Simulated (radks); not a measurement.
The numbers below are computed, except where a source is named.
All-electron atom: As2+ in [Ar] 3d10 4s2 5s1 (not the ground configuration). Level of theory: Dirac Kohn-Sham, LDA (Slater exchange, Perdew-Wang correlation), spin-unpolarised, spherical densities, finite nucleus; Fermi nuclear charge, rms radius 4.0968 fm (a radial shooting solver on a logarithmic mesh with Libxc functionals).

Normalised radial functions P(r) = r R(r) (large component), r in bohr:

```
   r/bohr * 3p1/2 (the largest magnitude, 1.37, reaches the edge; | marks zero)
  0.00271                             *
 0.003615                             *
 0.004821                             *
  0.00643                             *
 0.008508                             |*
  0.01135                             |*
  0.01514                             | *
  0.02019                             |  *
  0.02692                             |   *
  0.03591                             |     *
   0.0479                             |        *
  0.06388                             |           *
   0.0852                             |             *
   0.1136                             |              *
   0.1504                             |          *
   0.2005                             |  *
   0.2675                     *       |
   0.3567         *                   |
   0.4758  *                          |
   0.6346    *                        |
   0.8464            *                |
    1.129                    *        |
    1.506                          *  |
    2.008                            *|
    2.679                             *
    3.544                             *
    4.727                             *
    6.305                             *
    8.409                             *
    11.22                             *
```

3p1/2: eigenvalue -163.79 eV, 1 radial node at r = 0.220 bohr, <r> = 0.610 bohr, 90 % of the charge inside 0.937 bohr.
